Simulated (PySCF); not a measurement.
# C₆ coefficients of unlike pairs at UHF

Calculated with PySCF 2.14 from the dipole response of each species, C₆(A,B) = (3/π) ∫ α_A(iu) α_B(iu) du, in atomic units, from isotropic polarisabilities. For ions this is the dispersion term alone; charge-induced terms of lower order in 1/R come first.

```json
{"species": "Be+", "configuration": "[He] 2s1 (2S)", "basis": "aug-cc-pCVDZ (5s4p2d)", "relativity": "none", "α (bohr³)": "24.85", "C₆ (like pair)": "70.45"}
{"species": "Ar+", "configuration": "[Ne] 3s2 3p5 (2P)", "basis": "aug-cc-pV(5+d)Z (8s7p6d4f3g2h)", "relativity": "none", "α (bohr³)": "6.791", "C₆ (like pair)": "30.47"}
{"species": "Ni(2+)", "configuration": "[Ar] 3d8 (3F)", "basis": "x2c-TZVPPall with one added diffuse shell each of s, p, d, f type (7s6p5d3f1g)", "relativity": "spin-free X2C", "α (bohr³)": "2.714", "C₆ (like pair)": "7.387"}
{"species": "Cl", "configuration": "[Ne] 3s2 3p5 (2P)", "basis": "aug-cc-pV(T+d)Z (6s5p4d2f)", "relativity": "none", "α (bohr³)": "14.00", "C₆ (like pair)": "88.26"}
```

Estimate C₆ for Ar+ with Be+.

The integral gives 33.38. The combination rule 2 C_A C_B / (C_A α_B/α_A + C_B α_A/α_B) gives 32.84 and the geometric mean 46.33.

No spin-orbit coupling is included.

The other pairs:

```tsv
pair	C₆
Cl, Ni(2+)	23.24
Ni(2+), Ar+	14.41
Cl, Ar+	51.05
Cl, Be+	63.86
Ni(2+), Be+	13.91
```
